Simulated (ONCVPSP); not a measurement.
# Plane-wave convergence, ONCV potential for He (Z = 2)

ONCVPSP 4.0.1 input, shortened (lines: element, Z, core and valence counts, functional; n l f; lmax; l rc ep ncon nbas qcut; lloc lpopt rc5 dvloc0; l nproj debl; icmod fcfact rcfact), PBEsol, scalar-relativistic:

```
  He 2.00    0    1  -116133      upf
    1    0    2.00
    1
    0    0.50    0.00    4    8   15.00
    1    0.50    0.35    4    7   19.90
    4    5    0.35    0.00
    0    2    3.70
    1    2    4.00
    0    0.00    0.00
```

**Question.** For each optimised wave give the share of its norm inside rc, the residual kinetic energy above qcut (Ha) and the cutoffs (Ha) for errors of 10, 1, 0.1 and 0.01 mHa per electron.

**Answer.**

```json
{"wave": "1s", "norm inside rc": "0.239", "residual KE": "1.9e-04", "10 mHa": "52.0", "1 mHa": "86.9", "0.1 mHa": "154.2", "0.01 mHa": "631.1"}
{"wave": "s projector 2", "norm inside rc": "0.050", "residual KE": "7.7e-05", "10 mHa": "38.2", "1 mHa": "75.1", "0.1 mHa": "108.3", "0.01 mHa": "213.1"}
{"wave": "p projector 1", "norm inside rc": "0.001", "residual KE": "5.9e-09", "10 mHa": "2.0", "1 mHa": "7.2", "0.1 mHa": "21.9", "0.01 mHa": "53.6"}
{"wave": "p projector 2", "norm inside rc": "0.022", "residual KE": "1.8e-07", "10 mHa": "14.0", "1 mHa": "35.7", "0.1 mHa": "74.8", "0.01 mHa": "124.2"}
```

The occupied waves need 87 Ha and 154 Ha for 1 and 0.1 mHa. Rows with under 1 % of the norm inside rc give no meaningful cutoff.
